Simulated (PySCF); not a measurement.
Isomers of C5H7F3. Method used: PBE0-D3(BJ)/def2-SVP geometry optimisation, gas phase in PySCF 2.14.0. Energies are electronic, without zero-point or thermal terms, for one conformer each. No frequencies were run at this level. Point groups hold within 0.08 Å.

**Question.** Order them by energy at this level, lowest first, and give relative energies in kcal/mol.
A. `[F:1][CH2:2][C:3]([F:4])([F:5])[CH:6]1[CH2:7][CH2:8]1` with F1–C2–C3–F4 -175°, C2–C3–C6–C7 -157°
B. `[F:1][C@@H:2]1[CH2:3][CH2:4][CH2:5][C:6]1([F:7])[F:8]` with F1–C2–C3–C4 -73°, C2–C3–C4–C5 -28°, C3–C4–C5–C6 3°, C4–C5–C6–F7 147°
C. `[CH3:1]/[C:2](=[CH:3]/[CH:4]([F:5])[F:6])[CH2:7][F:8]` with C2–C3–C4–F5 -141°, C1–C2–C7–F8 175°
D. `[CH3:1]/[C:2](=[CH:3]\[CH:4]([F:5])[F:6])[CH2:7][F:8]` with C2–C3–C4–F5 -61°, C1–C2–C7–F8 180°
E. `[CH2:1]=[CH:2][C:3]([F:4])([CH2:5][F:6])[CH2:7][F:8]` with C1–C2–C3–F4 -8°, C2–C3–C5–F6 -60°, C2–C3–C7–F8 173°

**Answer.** B (0.0), A (23.2), D (24.9), C (25.7), E (33.9).

As drawn, the lowest has two fluorines on one carbon, which the highest lacks; the highest has a C=C bond outside aromatic rings, which the lowest lacks. Neighbours under 2.5 kcal/mol apart (FCC(F)(F)C1CC1 and C/C(=C\C(F)F)CF; C/C(=C\C(F)F)CF and C/C(=C/C(F)F)CF) can change places with a better method, another conformer or zero-point energy. C/C(=C\C(F)F)CF and C/C(=C/C(F)F)CF are stereoisomers, 0.8 kcal/mol apart in the conformers taken.

```csv
SMILES,E (Eh),E rel (kcal/mol),dipole (D),point group,"A, B, C (MHz)"
F[C@@H]1CCCC1(F)F,-493.40861,0.0,2.27,C1,"2686, 2118, 1717"
FCC(F)(F)C1CC1,-493.37165,23.2,1.63,C1,"2916, 1640, 1416"
C/C(=C\C(F)F)CF,-493.36899,24.9,1.49,near Cs,"3539, 1120, 1015"
C/C(=C/C(F)F)CF,-493.36760,25.7,4.00,C1,"2743, 1313, 1045"
C=CC(F)(CF)CF,-493.35455,33.9,1.74,C1,"2430, 1724, 1325"
```
